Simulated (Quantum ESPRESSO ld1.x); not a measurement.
One sound ld1.x (Quantum ESPRESSO 7.5) input for neutral lanthanum gives E = -8490.005 hartree in 24 iterations:

```
 &input
    zed=57.0,
    iswitch=1,
    rel=1,
    dft='PBESOL',
    config='[Xe] 5d1 6s2',
    prefix='ld1',
    max_out_wfc=37,
    file_charge='ld1.rho',
 /
```

Changed or added lines, one case at a time, and what came of them:

- rel=3: refused. The program stops in ld1_readin with "wrong rel": rel takes 0, 1 or 2.
- config='[Xe] 5d1 6s2 5g1': refused. The program stops in el_config with "l not found:G": the config string knows s, p, d and f alone.
- dft='M06L': silently wrong. The run ends, but meta-GGAs in ld1.x 7.5 are not to be trusted (inferred for this case from a test): on neon, TPSS gave -128.864 hartree against -128.981 from two other codes, with a broken virial ratio.
- relpert=.true.: refused. The program stops in ld1_readin with "perturbative SO-splitting for AE calculations with rel=0 only": the perturbative correction needs rel = 0.
- config='[Xe] 5d1 6s': refused. The program stops in el_config with "no occupancy field?": each term needs its occupation.
- dx=0.001: refused. The program stops in do_mesh with "ndmx is too small": the mesh holds 3500 points at most, so dx, xmin and rmax must fit that.
- isic=1 latt=1: refused. The program stops in ld1_readin with "isic and latter correction not allowed": the two corrections exclude each other.
